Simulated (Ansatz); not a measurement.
Mulliken charges of CH$_{5}$InO$_{2}$ (`O[CH2][InH][OH]`) from ωB97M-V/def2-TZVPP in Ansatz (PBE0-D4/def2-TZVP geometry).

```json
{"atom": "O1", "x (Å)": "0.932", "y (Å)": "1.391", "z (Å)": "-0.422", "charge (e)": "-0.332"}
{"atom": "C2", "x (Å)": "0.053", "y (Å)": "1.139", "z (Å)": "0.642", "charge (e)": "-0.227"}
{"atom": "In3", "x (Å)": "-0.497", "y (Å)": "-0.949", "z (Å)": "0.578", "charge (e)": "0.590"}
{"atom": "O4", "x (Å)": "0.114", "y (Å)": "-1.117", "z (Å)": "-1.339", "charge (e)": "-0.575"}
{"atom": "H5", "x (Å)": "0.796", "y (Å)": "0.721", "z (Å)": "-1.109", "charge (e)": "0.214"}
{"atom": "H6", "x (Å)": "0.542", "y (Å)": "1.396", "z (Å)": "1.585", "charge (e)": "0.118"}
{"atom": "H7", "x (Å)": "-0.863", "y (Å)": "1.742", "z (Å)": "0.573", "charge (e)": "0.108"}
{"atom": "H8", "x (Å)": "-1.147", "y (Å)": "-2.362", "z (Å)": "1.278", "charge (e)": "-0.053"}
{"atom": "H9", "x (Å)": "0.070", "y (Å)": "-1.962", "z (Å)": "-1.786", "charge (e)": "0.157"}
```

By hand: the dipole of these point charges (1 e Å = 4.8032 D).

Σ q r = (-0.467, -0.314, 0.769) e Å, of length 0.953 e Å = 4.58 D.

How does the dipole of the full density compare? (Estimate.)

Ansatz gave: (-0.371, -0.438, 0.376) e Å, 3.30 D; the point charges give 1.39 times that, at 23° from its direction.

Point charges leave out the atoms' own dipoles, such as those of lone pairs, and Mulliken's split depends on the basis, so the two needn't agree.
